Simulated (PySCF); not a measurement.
**Vertical excitation energies**

Compound: CH₁₁O₂PSi₃.
SMILES: `CO[Si@@H]([SiH2]O)[SiH2]P`

The calculation used TDDFT B3LYP/def2-SVPD, vertical, gas phase, core orbitals frozen in the response in PySCF 2.14.0, density-fitted response routines. Isolated species at its GFN2-xTB geometry (one conformer only).

```json
{"state": "S1", "E (eV)": "5.00", "λ (nm)": "247.9", "f": "0.027", "main configurations (H = HOMO, L = LUMO)": "H→L (96%)"}
{"state": "S2", "E (eV)": "5.16", "λ (nm)": "240.1", "f": "0.022", "main configurations (H = HOMO, L = LUMO)": "H-1→L (96%)"}
{"state": "S3", "E (eV)": "5.48", "λ (nm)": "226.1", "f": "0.010", "main configurations (H = HOMO, L = LUMO)": "H-2→L (97%)"}
{"state": "S4", "E (eV)": "5.81", "λ (nm)": "213.5", "f": "0.024", "main configurations (H = HOMO, L = LUMO)": "H→L+1 (61%), H-1→L+1 (34%)"}
{"state": "S5", "E (eV)": "5.86", "λ (nm)": "211.5", "f": "0.0027", "main configurations (H = HOMO, L = LUMO)": "H-1→L+1 (61%), H→L+1 (35%)"}
{"state": "S6", "E (eV)": "6.20", "λ (nm)": "200.0", "f": "0.0066", "main configurations (H = HOMO, L = LUMO)": "H-3→L (92%)"}
{"state": "S7", "E (eV)": "6.31", "λ (nm)": "196.4", "f": "0.0070", "main configurations (H = HOMO, L = LUMO)": "H→L+2 (88%)"}
{"state": "S8", "E (eV)": "6.37", "λ (nm)": "194.8", "f": "0.0047", "main configurations (H = HOMO, L = LUMO)": "H-2→L+1 (61%), H→L+3 (15%), H-1→L+3 (13%)"}
```

Triplets (Tamm–Dancoff): T1 4.48 eV, H→L (90%); T2 4.88 eV, H-1→L (83%); T3 5.13 eV, H-2→L (82%).

The lowest singlet comes at 248 nm (483 kJ/mol) in the ultraviolet; it is weak; its leading configuration is HOMO→LUMO (96%). The lowest level is also the most intense of those listed (f = 0.027). Löwdin shares by element: HOMO silicon 46%, oxygen 16% or more (atoms not listed hold the other 38%); LUMO silicon 56%, phosphorus 7% (atoms not listed hold the other 37%). Of the 8 states listed, 4 reach f = 0.01 and none stays under 0.0005. The listed states span 1.36 eV. The oscillator strengths of these states sum to 0.105; summed over the whole spectrum of an exact calculation they would give the number of electrons, 90 (Thomas–Reiche–Kuhn). Only the lowest 8 singlets were computed, as vertical energies without vibronic structure.
